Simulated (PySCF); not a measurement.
Isomers of C5H5F3O3, one GFN2-xTB conformer each. Single-point energies are computed at PBE0/pcSseg-1 (PySCF, gas phase, no added dispersion term), electronic only.

Question: Rank them by PBE0/pcSseg-1 energy, lowest first (kJ/mol).
A. `[O:1]=[C:2]1[O:3][CH2:4][CH2:5][C@H:6]([C:7]([F:8])([F:9])[F:10])[O:11]1` with O1–C2–O3–C4 179°, C2–O3–C4–C5 32°, O3–C4–C5–C6 -56°, C4–C5–C6–C7 172°
B. `[CH2:1]=[C:2]([O:3][C:4]([CH3:5])=[O:6])[O:7][C:8]([F:9])([F:10])[F:11]` with C1–C2–O3–C4 8°, C2–O3–C4–C5 -179°, C1–C2–O7–C8 -178°

Answer: A (0.0), B (75.1).

As drawn, the higher has a C=C bond outside aromatic rings, which the lower lacks. GFN2-xTB itself gives, in the same order: 0.0, 64.5. Both levels put the same isomer lowest.

Question: Which frontier levels, dipoles and rotational constants go with these structures?

Answer: 
| SMILES | HOMO (eV, PBE0/pcSseg-1) | LUMO (eV) | dipole (D) | A, B, C (MHz) |
| --- | --- | --- | --- | --- |
| O=C1OCC[C@H](C(F)(F)F)O1 | -8.69 | 0.39 | 5.79 | 2067, 790.8, 650.2 |
| C=C(OC(C)=O)OC(F)(F)F | -7.65 | -0.83 | 1.66 | 2016, 758.9, 612.6 |
